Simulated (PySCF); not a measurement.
SMILES CC(=O)c1ccccc1C (C₉H₁₀O) (GFN2-xTB optimised geometry):

```
20

C     -2.378    -1.731     0.564
C     -0.972    -1.792     0.006
O     -0.515    -2.836    -0.404
C     -0.209    -0.518     0.000
C     -0.888     0.702    -0.019
C     -0.207     1.902    -0.038
C      1.178     1.903    -0.022
C      1.863     0.703     0.000
C      1.197    -0.518     0.000
C      1.995    -1.781     0.009
H     -2.415    -1.136     1.473
H     -3.045    -1.290    -0.175
H     -2.718    -2.743     0.768
H     -1.967     0.716    -0.042
H     -0.753     2.833    -0.063
H      1.722     2.836    -0.029
H      2.944     0.708     0.011
H      3.045    -1.569     0.202
H      1.625    -2.476     0.760
H      1.908    -2.282    -0.954
```

Method: PBE/def2-SVP run with PySCF 2.14.0.

What are the frontier orbital energies and the dipole moment?

HOMO-2 -6.50 eV, HOMO-1 -6.19 eV, HOMO -5.37 eV, LUMO -2.26 eV, LUMO+1 -1.10 eV; dipole moment 2.32 D.

Meta-Löwdin charges at PBE/def2-SVP: C1 -0.35, C2 0.33, O3 -0.38, C4 -0.05, C5 -0.10, C6 -0.11, C7 -0.09, C8 -0.11, C9 0.05, C10 -0.31, H11 0.12, H12 0.12, H13 0.12, H14 0.11, H15 0.11, H16 0.11, H17 0.10, H18 0.10, H19 0.12, H20 0.13.
